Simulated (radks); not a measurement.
The numbers below are computed, except where a source is named.
Problem. Ionisation of Dy3+, [Xe] 4f9, to Dy4+, [Xe] 4f8, under several functionals. Non-relativistic Kohn-Sham, spin-polarised, spherical densities, point nucleus; open shells are filled with parallel spins first (spin-orbit coupling, left out, can overturn this in heavy ions); a radial shooting solver on a logarithmic mesh with Libxc functionals. The NIST Atomic Spectra Database gives 41.2 eV (semi-empirical). Rank these functionals by the error of their Delta-SCF ionisation energy: B86b exchange with PBE correlation; revPBE; OLYP; Wu-Cohen GGA; PBE; exchange-only LDA; LDA (Slater exchange, VWN5 correlation); TASK exchange with Perdew-Wang LDA correlation; SCAN.

Solution. From best to worst: exchange-only LDA 45.056 eV (+3.826); TASK exchange with Perdew-Wang LDA correlation 45.077 eV (+3.847); SCAN 45.614 eV (+4.384); revPBE 46.622 eV (+5.392); PBE 46.712 eV (+5.482); B86b exchange with PBE correlation 46.738 eV (+5.508); Wu-Cohen GGA 46.829 eV (+5.599); OLYP 47.012 eV (+5.782); LDA (Slater exchange, VWN5 correlation) 47.215 eV (+5.985). Relativity is left out here, which matters for elements this heavy. Open shells are spherical and high-spin; term and fine-structure splittings are not resolved. No tabulated value is given for the 4+ ions of Nd, Pm and Eu to Yb, where it belongs to another shell than the one emptied here.
